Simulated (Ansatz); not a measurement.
One change: `C[O][Sn]([Cl])([Cl])[Cl]` becomes `[Cl][Sn]([Cl])([Cl])[Cl]`.

Ansatz, PBE0-D4/def2-TZVP geometries, multiplicity 1. Each molecule was computed in one conformer, which needn't be the lowest.

Elements past krypton have def2 core potentials.

```csv
property,`C[O][Sn]([Cl])([Cl])[Cl]`
HOMO energy (PBE/def2-TZVPP) / eV,-7.12
size of the dipole moment (PBE/def2-TZVPP) / D,1.57
HOMO–LUMO gap (ωB97M-V/def2-TZVPP) / eV,10.46
LUMO energy (PBE0/def2-TZVPP) / eV,-2.74
HOMO energy (PBE0/def2-TZVPP) / eV,-8.73
LUMO energy (ωB97M-V/def2-TZVPP) / eV,-0.67
```

(1) Give the same properties after the change, and the shifts. (An estimate is asked.)

Answers

(1) Computed: 
```json
{"property": "HOMO energy (PBE/def2-TZVPP) / eV", "`[Cl][Sn]([Cl])([Cl])[Cl]`": "-8.31", "shift": "-1.19"}
{"property": "size of the dipole moment (PBE/def2-TZVPP) / D", "`[Cl][Sn]([Cl])([Cl])[Cl]`": "0.00", "shift": "-1.57"}
{"property": "HOMO–LUMO gap (ωB97M-V/def2-TZVPP) / eV", "`[Cl][Sn]([Cl])([Cl])[Cl]`": "10.93", "shift": "0.47"}
{"property": "LUMO energy (PBE0/def2-TZVPP) / eV", "`[Cl][Sn]([Cl])([Cl])[Cl]`": "-3.19", "shift": "-0.45"}
{"property": "HOMO energy (PBE0/def2-TZVPP) / eV", "`[Cl][Sn]([Cl])([Cl])[Cl]`": "-9.78", "shift": "-1.05"}
{"property": "LUMO energy (ωB97M-V/def2-TZVPP) / eV", "`[Cl][Sn]([Cl])([Cl])[Cl]`": "-1.12", "shift": "-0.45"}
```

With PBE0 the HOMO falls by 1.05 eV and the LUMO falls by 0.45 eV, so the gap widens by about 0.60 eV. PBE moves the HOMO by -1.19 eV and ωB97M-V by -0.92 eV.
